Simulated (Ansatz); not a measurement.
Species: C4H5SSi (charge -1, singlet). It need not be the lowest isomer of its formula. Whether it binds its extra electron was not tested at this geometry. 
Structure (B3LYP-D3(BJ)/def2-TZVP (Ansatz, a first-principles code) minimum search):
SMILES: [SiH3]c1cc[c-]s1
```xyz
11

Si    -2.1498    -0.2127    -0.3368
C     -0.3443    -0.1776    -0.1330
C      0.5736    -1.1217    -0.5588
C      1.9227    -0.8002    -0.2439
C      2.1569     0.3953     0.4380
S      0.5911     1.0872     0.6588
H     -2.9214    -0.1940     0.9446
H     -2.5923    -1.4437    -1.0595
H     -2.7113     0.9375    -1.1111
H      0.2760    -2.0244    -1.0860
H      2.7347    -1.4668    -0.5278
```
Charge -1, spin multiplicity 1.

Basis-set convergence of Hartree-Fock and CCSD(T) correlation energies (hartree) with Ansatz. Correlated levels leave the core frozen unless marked. Spin-orbit coupling is left out. Non-relativistic. This anion needs diffuse functions, which these sets lack.

```
basis        functions       E(HF)  E(corr, CCSD(T))
-----------  ---------  ----------  ----------------
cc-pV(D+d)Z        127  -840.80318          -0.85364
cc-pV(T+d)Z        268  -840.87216          -1.03850
cc-pV(Q+d)Z        498           ?                 ?
```

Task: Complete the blanks.

Result: 
- cc-pV(Q+d)Z, E(HF): -840.89114
- cc-pV(Q+d)Z, E(corr, CCSD(T)): -1.09809
